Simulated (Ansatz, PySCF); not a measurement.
BH₉Si₃, SMILES [SiH3]B([SiH3])[SiH3]. Atoms are numbered in the order given.

```xyz
13

B     -0.0027     0.0484     0.0355
Si     1.8858    -0.3017    -0.5471
H      2.4439    -1.6106    -0.0829
H      2.6607     0.7944     0.1321
H      2.1119    -0.1748    -2.0212
Si    -0.7011    -0.8605     1.6835
H     -1.2548    -2.1596     1.1663
H     -1.8067    -0.1335     2.3818
H      0.3649    -1.1897     2.6819
Si    -1.1781     1.2068    -1.1074
H     -2.2794     1.9041    -0.3729
H     -1.8050     0.2374    -2.0712
H     -0.4206     2.2171    -1.9117
```

Geometry: PBE0-D3(BJ)/def2-SVP.

Two levels are set side by side: PBE-D3(BJ)/def2-SVP (Ansatz, a first-principles code) and PBE0-D3(BJ)/def2-SVP (Ansatz). Each level has its own optimised geometry; the coordinates shown are those of the second. Frequencies come from the Hessian of PySCF at each geometry. Differences are taken from unrounded values.

```tsv
quantity	PBE0-D3(BJ)	PBE-D3(BJ)	PBE-D3(BJ) minus PBE0-D3(BJ)
mean bond length (Å)	1.626	1.635	0.008
bond B1–Si2 (Å)	2.007	2.007	0.000
bond B1–Si6 (Å)	2.007	2.008	0.001
bond B1–Si10 (Å)	2.007	2.008	0.001
bond Si2–H3 (Å)	1.497	1.507	0.011
bond Si2–H4 (Å)	1.504	1.517	0.012
bond Si2–H5 (Å)	1.497	1.507	0.011
bond Si6–H7 (Å)	1.504	1.516	0.012
bond Si6–H8 (Å)	1.496	1.507	0.010
bond Si6–H9 (Å)	1.497	1.508	0.011
bond Si10–H11 (Å)	1.496	1.507	0.011
bond Si10–H12 (Å)	1.504	1.516	0.012
bond Si10–H13 (Å)	1.497	1.508	0.011
highest harmonic wavenumber (cm⁻¹)	2225	2157	-67
mean harmonic wavenumber (cm⁻¹)	1024	989	-35
zero-point energy (kcal/mol)	48.31	46.65	-1.66
```

Exact exchange shortens and stiffens bonds; PBE has none. Differences between two approximate levels are no errors against the true value.
